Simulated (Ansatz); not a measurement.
Ansatz (a quantum-chemistry and plane-wave program) input (wB97X-V/def2-TZVPD):

Ansatz 0.2 input:
```yaml
crystal:
  periodic: [false, false, false]
  atoms:
    - {symbol: Cd, position_ang: [-0.00000000, -0.00000000, -0.03670422]}
    - {symbol: H, position_ang: [0.00000000, 0.00000000, 1.76180242]}
basis:
  gaussian:
    orbitals: def2-TZVPD
hamiltonian:
  xc: {name: wB97X-V}
total_charge: 1
```

Output:

```
Functional definition: wB97X-V
integrals: 0.02 GiB planned
436 factors; their error is unknown
integrals: 0.05 GiB planned
116 factors; integrals over basis functions are off by at most 1.2e-5 eV
mean field: 0.17 GiB planned
mean field evaluation 1: about -4570.8703 eV, gradient 1.7e1 eV
mean field evaluation 2: about -4571.2792 eV, gradient 1.1e1 eV
mean field evaluation 4: about -4571.4331 eV, gradient 5.0e-1 eV
mean field evaluation 8: about -4571.4841 eV, gradient 3.0e-2 eV
mean field -4571.48407661 eV, -167.9989411524 hartree, gradient 4.3e-5 eV, S^2 0.000000; 0 other end points of the search recorded, 0 dependent functions left out
reference -4571.48407485 eV, -167.9989410876 hartree; 10, 10 occupied and 39, 39 virtual orbitals, 436 factors
Total energy: -4571.48407485 eV, -167.9989410876 hartree
```

This state (charge 1, singlet) is run at the relaxed geometry of the species with charge 0 and multiplicity 2.
